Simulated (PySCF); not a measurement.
Species: C₇H₇F.
Atom-mapped SMILES: `[CH:1]#[C:2][C@H:3]1[CH2:4][CH2:5][CH:6]=[C:7]1[F:8]` (hydrogens: H9 on C1; H10 on C3; H11, H12 on C4; H13, H14 on C5; H15 on C6)

Cartesian coordinates in Å at the GFN2-xTB level; atoms count from 1:
```xyz
15
C7H7F angstrom
C      2.6413   -0.3120    1.2113
C      1.7635   -0.1465    0.4155
C      0.6739    0.0599   -0.5237
C     -0.4225   -1.0202   -0.3924
C     -1.5201   -0.3922    0.4867
C     -1.2670    1.0818    0.3825
C     -0.0879    1.3110   -0.1658
F      0.4649    2.5120   -0.3937
H      3.4196   -0.4620    1.8982
H      1.0897    0.1134   -1.5352
H     -0.0271   -1.9392    0.0363
H     -0.8250   -1.2478   -1.3796
H     -1.4267   -0.7112    1.5283
H     -2.5206   -0.6610    0.1465
H     -1.9605    1.8220    0.7359
```

The calculation used PBE0/def2-SVPD in PySCF (dipole) on a GFN2-xTB geometry, gas phase.

Take the most abundant isotopes and a rigid rotor. The values belong to one conformer with, in the numbering `[CH:1]#[C:2][C@H:3]1[CH2:4][CH2:5][CH:6]=[C:7]1[F:8]`, C2–C3–C4–C5 98°, C3–C4–C5–C6 20°, C4–C5–C6–C7 -13°, C2–C3–C7–C6 -106°.

Question: What are A, B and C (GHz)?

Answer: Ia = 190.22, Ib = 241.20, Ic = 363.03 u·Å²; 505379 MHz·u·Å²/I gives 2657, 2095 and 1392 MHz, that is A = 2.6568, B = 2.0953, C = 1.3921 GHz.

Question: Classify the top.

Answer: An asymmetric top; Ray's κ = 0.112.

Question: What does the inertial defect say?

Answer: Not planar: Δ = Ic − Ia − Ib = -68.39 u·Å². For a rigid frame Δ = −2 Σ m c², so Σ m c² = 34.19 u·Å² lies off the ab plane: 10.72 from hydrogen and 23.48 from heavier atoms. The atom farthest from that plane is 1.77 Å away.

Question: Give the other two planar moments, Paa and Pbb, and the rms extents of the mass along the axes.

Answer: Paa = Σ m a² = (Ib + Ic − Ia)/2 = 207.00 and Pbb = Σ m b² = (Ia + Ic − Ib)/2 = 156.03 u·Å². With the mass M = 110.05 u, the rms extents √(P/M) along a, b and c are 1.37, 1.19, 0.56 Å.

Question: Where do the levels up to J = 4 lie, in MHz?

Answer: Above 0(0,0):
J = 1: 1(0,1) 3487, 1(1,1) 4049, 1(1,0) 4752
J = 2: 2(0,2) 10093, 2(1,2) 10320, 2(1,1) 12430, 2(2,1) 14115, 2(2,0) 14483
J = 3: 3(0,3) 19472, 3(1,3) 19535, 3(1,2) 23612, 3(2,2) 24577, 3(2,1) 26030, 3(3,1) 29335, 3(3,0) 29477
J = 4: 4(0,4) 31579, 4(1,4) 31594, 4(1,3) 37824, 4(2,3) 38219, 4(2,2) 41469, 4(3,2) 43769, 4(3,1) 44570, 4(4,1) 49790, 4(4,0) 49836

Question: Which lines would a microwave search look for?

Answer: The dipole components are |μa| = 0.65 D, |μb| = 1.85 D, |μc| = 0.11 D. Intensities carry the squares of the components, which stand as 0.12 : 1.00 : 0.00 (a : b : c). Some of the stronger lines:

```json
{"type": "a", "branch": "Q", "J(Ka,Kc)": "2(2,0) ← 2(2,1)", "MHz": "369", "lower level (cm⁻¹)": "0.471"}
{"type": "b", "branch": "Q", "J(Ka,Kc)": "2(1,1) ← 2(0,2)", "MHz": "2337", "lower level (cm⁻¹)": "0.337"}
{"type": "b", "branch": "Q", "J(Ka,Kc)": "3(3,0) ← 3(2,1)", "MHz": "3448", "lower level (cm⁻¹)": "0.868"}
{"type": "a", "branch": "R", "J(Ka,Kc)": "1(0,1) ← 0(0,0)", "MHz": "3487", "lower level (cm⁻¹)": "0.000"}
{"type": "b", "branch": "Q", "J(Ka,Kc)": "2(2,1) ← 2(1,2)", "MHz": "3794", "lower level (cm⁻¹)": "0.344"}
{"type": "a", "branch": "Q", "J(Ka,Kc)": "3(1,2) ← 3(1,3)", "MHz": "4077", "lower level (cm⁻¹)": "0.652"}
{"type": "b", "branch": "Q", "J(Ka,Kc)": "3(3,1) ← 3(2,2)", "MHz": "4758", "lower level (cm⁻¹)": "0.820"}
{"type": "b", "branch": "Q", "J(Ka,Kc)": "3(2,2) ← 3(1,3)", "MHz": "5042", "lower level (cm⁻¹)": "0.652"}
{"type": "b", "branch": "R", "J(Ka,Kc)": "2(0,2) ← 1(1,1)", "MHz": "6044", "lower level (cm⁻¹)": "0.135"}
{"type": "b", "branch": "R", "J(Ka,Kc)": "2(1,2) ← 1(0,1)", "MHz": "6833", "lower level (cm⁻¹)": "0.116"}
{"type": "a", "branch": "R", "J(Ka,Kc)": "2(1,1) ← 1(1,0)", "MHz": "7678", "lower level (cm⁻¹)": "0.159"}
{"type": "a", "branch": "R", "J(Ka,Kc)": "3(1,3) ← 2(1,2)", "MHz": "9214", "lower level (cm⁻¹)": "0.344"}
{"type": "b", "branch": "R", "J(Ka,Kc)": "3(1,2) ← 2(2,1)", "MHz": "9497", "lower level (cm⁻¹)": "0.471"}
{"type": "b", "branch": "R", "J(Ka,Kc)": "2(2,0) ← 1(1,1)", "MHz": "10435", "lower level (cm⁻¹)": "0.135"}
{"type": "a", "branch": "R", "J(Ka,Kc)": "3(2,2) ← 2(2,1)", "MHz": "10462", "lower level (cm⁻¹)": "0.471"}
{"type": "b", "branch": "R", "J(Ka,Kc)": "3(2,2) ← 2(1,1)", "MHz": "12147", "lower level (cm⁻¹)": "0.415"}
{"type": "b", "branch": "R", "J(Ka,Kc)": "3(3,1) ← 2(2,0)", "MHz": "14852", "lower level (cm⁻¹)": "0.483"}
{"type": "b", "branch": "R", "J(Ka,Kc)": "3(2,1) ← 2(1,2)", "MHz": "15709", "lower level (cm⁻¹)": "0.344"}
```

Question: Estimate the classical rotational partition function at 10 K, 50 K and 100 K.

Answer: Point group C1, symmetry number σ = 1; q = (√π/σ)·√((kT/h)³/(ABC)), k/h = 20836.6 MHz/K: 1920 at 10 K, 21400 at 50 K, 60600 at 100 K.

No GFN2-xTB frequencies stand behind this structure, so it isn't proved a minimum. These are rigid-rotor constants of the computed structure; measured ground-state constants (B0) also hold zero-point vibration.

The run took 29 s wall (grids of density and orbitals included) on Intel Xeon 6975P-C, one thread, on a shared host, and the process peaked at 0.84 GiB of memory. This is the PBE0/def2-SVPD job that gave the dipole, with the excitations it also computed.
